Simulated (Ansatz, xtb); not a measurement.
**Two isomers of CH2ClFGe**

Structure X is `F[CH2][Ge][Cl]`, a singlet and structure Y is `[CH2]=[Ge]([F])[Cl]`, a singlet. Both are isolated molecules in the gas phase, relaxed with PBE-D3(BJ)/def2-SVP, each in the lowest conformer that the search found.

Q: Which of the two would you expect CCSD(T)/def2-TZVP electronic energies to favour?

A: Structure Y; the calculation gives E(Y) − E(X) = −7.1 kcal/mol.

How the difference moves with the method:

| level | geometry | E(Y) − E(X) (kcal/mol) | departure from the last row (kcal/mol) | job, with rough time for the two |
| --- | --- | --- | --- | --- |
| GFN2-xTB | GFN2-xTB | +17.3 | +24.3 | optimisation, 0.59 s |
| HF/STO-3G | GFN2-xTB | +40.1 | +47.2 | single point, 0.71 s |
| r2SCAN-D4/def2-SVP | GFN2-xTB | +0.1 | +7.2 | single point, 4.6 s |
| PBE-D3(BJ)/def2-SVP | PBE-D3(BJ)/def2-SVP | 0.0 | +7.1 | optimisation, 34 s |
| HF/def2-TZVP | PBE-D3(BJ)/def2-SVP | +3.2 | +10.3 | part of the CCSD(T) run |
| MP2/def2-TZVP | PBE-D3(BJ)/def2-SVP | −10.3 | −3.2 | part of the CCSD(T) run |
| CCSD(T)/def2-TZVP | PBE-D3(BJ)/def2-SVP | −7.1 |  | single point, 2.8 min |

As drawn, Y has 1 C=Ge, 1 F–Ge in place of 1 C–F, 1 C–Ge.

GFN2-xTB, HF/STO-3G, HF/def2-TZVP put the two in the other order. r2SCAN-D4/def2-SVP, PBE-D3(BJ)/def2-SVP find them nearly level. The largest departure from CCSD(T)/def2-TZVP is that of HF/STO-3G, 47.2 kcal/mol.

With harmonic frequencies from PBE-D3(BJ)/def2-SVP (ideal gas, rigid rotor, one conformer each, 298.15 K, 1 atm): on the last row, ΔE + ΔZPE = −8.2, ΔH = −8.1, ΔG = −7.9 kcal/mol.

The correlated steps freeze 16 core orbitals; the filled d shell of Ge is correlated, in a basis made for valence electrons. Mirror images aren't counted in ΔG. Run with Ansatz 0.2.0, xtb 6.7.1; the last row on 2 threads of Intel(R) Xeon(R) Processor @ 2.50GHz (Skylake/Cascade Lake) on a shared host.
